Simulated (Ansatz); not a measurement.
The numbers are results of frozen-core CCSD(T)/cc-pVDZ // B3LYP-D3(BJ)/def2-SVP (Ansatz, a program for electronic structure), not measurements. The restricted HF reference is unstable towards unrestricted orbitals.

Ansatz 0.2 input:
```yaml
crystal:
  periodic: [false, false, false]
  atoms:
    - { symbol: B, position_ang: [2.602435, -0.959976, -0.061337] }
    - { symbol: C, position_ang: [1.048232, -0.753359, -0.059184] }
    - { symbol: C, position_ang: [0.333334, -1.947031, -0.162133] }
    - { symbol: F, position_ang: [1.157415, -3.040167, -0.25342] }
    - { symbol: C, position_ang: [-1.025253, -2.2335, -0.191095] }
    - { symbol: C, position_ang: [-2.098596, -1.341066, -0.118251] }
    - { symbol: C, position_ang: [-2.063946, 0.051748, -0.000851] }
    - { symbol: C, position_ang: [-0.959918, 0.900921, 0.071762] }
    - { symbol: C, position_ang: [-1.008274, 2.304166, 0.187595] }
    - { symbol: C, position_ang: [0.307637, 2.797291, 0.228618] }
    - { symbol: C, position_ang: [1.220802, 1.729011, 0.141241] }
    - { symbol: C, position_ang: [0.49469, 0.526186, 0.041851] }
    - { symbol: H, position_ang: [3.187652, -1.164518, 0.972157] }
    - { symbol: H, position_ang: [3.224016, -0.886475, -1.091331] }
    - { symbol: H, position_ang: [-1.258007, -3.298359, -0.28221] }
    - { symbol: H, position_ang: [-3.091517, -1.796133, -0.158984] }
    - { symbol: H, position_ang: [-3.038197, 0.550463, 0.039369] }
    - { symbol: H, position_ang: [-1.92233, 2.895229, 0.234396] }
    - { symbol: H, position_ang: [0.581604, 3.849851, 0.31431] }
    - { symbol: H, position_ang: [2.308217, 1.81572, 0.147501] }
basis:
  gaussian: { orbitals: cc-pVDZ }
correlation:
  method: ccsd_t
```

Output:

```
Functional definition: HF
1926 factors; integrals over basis functions are off by at most 1.1e-3 eV
mean field evaluation 1: about -13800.9830 eV, gradient 4.2e1 eV
mean field evaluation 2: about -13801.5553 eV, gradient 4.2e1 eV
mean field evaluation 4: about -13807.2118 eV, gradient 8.9e0 eV
mean field evaluation 8: about -13807.4574 eV, gradient 4.5e-1 eV
mean field evaluation 16: about -13807.4597 eV, gradient 1.9e-6 eV
mean field evaluation 32: about -13785.2739 eV, gradient 1.9e1 eV
mean field -13807.45973684 eV, -507.4147862966 hartree, gradient 1.9e-6 eV, S^2 0.000000; 0 other end points of the search recorded, 0 dependent functions left out; unrestricted orbitals would lower it
12 core orbitals not correlated
reference -13807.45973684 eV, -507.4147862966 hartree; 29, 29 occupied and 167, 167 virtual orbitals, 1926 factors
second order -42.70104346 eV of doubles, -0.00000000 eV of singles
cycle   1  -42.43251968 eV  change    2.7e-1 eV  update   1.9e-1
cycle   2  -43.70384087 eV  change    -1.3e0 eV  update   7.1e-2
cycle   3  -44.05783911 eV  change   -3.5e-1 eV  update   3.1e-2
cycle   4  -44.09062321 eV  change   -3.3e-2 eV  update   1.1e-2
cycle   5  -44.08480500 eV  change    5.8e-3 eV  update   5.7e-3
cycle   6  -44.08724033 eV  change   -2.4e-3 eV  update   2.1e-3
cycle   7  -44.08723685 eV  change    3.5e-6 eV  update   9.4e-4
cycle   8  -44.08696719 eV  change    2.7e-4 eV  update   4.3e-4
cycle   9  -44.08701107 eV  change   -4.4e-5 eV  update   1.9e-4
cycle  10  -44.08713144 eV  change   -1.2e-4 eV  update   9.7e-5
cycle  11  -44.08696744 eV  change    1.6e-4 eV  update   5.5e-5
cycle  12  -44.08700822 eV  change   -4.1e-5 eV  update   3.6e-5
perturbative correction -2.05311142 eV, -0.0754504530 hartree
Total energy: -13853.59985648 eV, -509.1104044184 hartree
```

Cost: about 13 core-minutes (a rough figure).
